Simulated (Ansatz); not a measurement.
Reaction (ligand exchange at the Al–N bond): `[AlH2][NH][SiH2]O[SiH3]` + `NCS` → `[AlH2][NH]CS` + `N[SiH2]O[SiH3]`

Calculated with Ansatz (gas phase, PBE0-D4/def2-TZVP geometries, no zero-point term in ΔE). CCSD(T)/CBS is the MP2 limit (def2-TZVPP, def2-QZVPP) plus CCSD(T) − MP2 in def2-TZVPP, frozen cores. Functionals use def2-TZVPP. One conformer a species, not always the lowest.

`[AlH2][NH][SiH2]O[SiH3]`:

Z-matrix (Å, degrees):
```
Si
N 1 1.715
O 1 1.637 2 113.3
H 1 1.487 2 109.9 3 -120.2
H 1 1.481 2 107.5 3 118.0
Al 2 1.786 1 128.6 3 -99.0
H 2 1.012 1 114.9 3 80.0
Si 3 1.631 1 147.1 2 -83.9
H 6 1.583 2 117.6 1 179.9
H 6 1.580 2 117.8 1 -0.4
H 8 1.486 3 109.9 1 94.3
H 8 1.488 3 110.5 1 -25.8
H 8 1.484 3 109.0 1 -146.0
```

`NCS`:

Z-matrix (Å, degrees):
```
C
S 1 1.811
N 1 1.444 2 112.7
H 1 1.097 2 107.3 3 -128.3
H 1 1.092 2 104.7 3 117.9
H 2 1.342 1 96.7 3 83.9
H 3 1.012 1 111.0 2 -65.0
H 3 1.014 1 110.4 2 175.5
```

`[AlH2][NH]CS`:

```xyz
10

Al   -1.327   -0.149   -1.398
N    -0.098    0.517   -0.300
C     0.930   -0.197    0.387
S     0.591   -0.612    2.143
H    -1.196   -1.682   -1.764
H    -2.420    0.848   -1.956
H    -0.146    1.484   -0.014
H     1.889    0.326    0.359
H     1.080   -1.175   -0.076
H     0.698    0.638    2.620
```

`N[SiH2]O[SiH3]`:

Cartesian coordinates in Å:
```
N 0.966 -2.148 -0.087
Si -0.260 -1.027 0.279
O 0.104 0.522 -0.115
Si -0.347 2.087 -0.176
H 1.137 -2.445 -1.034
H 1.797 -2.217 0.477
H -1.467 -1.417 -0.491
H -0.488 -1.078 1.744
H -0.631 2.602 1.190
H 0.759 2.874 -0.776
H -1.569 2.245 -1.010
```

```tsv
species	CAM-B3LYP-D4 energy (Eh)
`[AlH2][NH][SiH2]O[SiH3]`	-956.40930
`NCS`	-494.06446
`[AlH2][NH]CS`	-737.13420
`N[SiH2]O[SiH3]`	-713.34073
```

Work out ΔE.

ΔE = (-737.13420) + (-713.34073) − (-956.40930) − (-494.06446) = -0.00117 Eh = -3.1 kJ/mol. CCSD(T)/CBS gives +0.9 kJ/mol.

Largest T1 diagnostic among the species: 0.012.

Leaving LDA and LC-ωPBE aside and taking each functional with its dispersion term where it has one, the values, not all of them listed here, spread over 5.6 kJ/mol, from BLYP-D4 to BHLYP-D4. From BLYP to BHLYP (50 % exact exchange), in def2-TZVPP and without D4, ΔE moves by +5.2 kJ/mol.
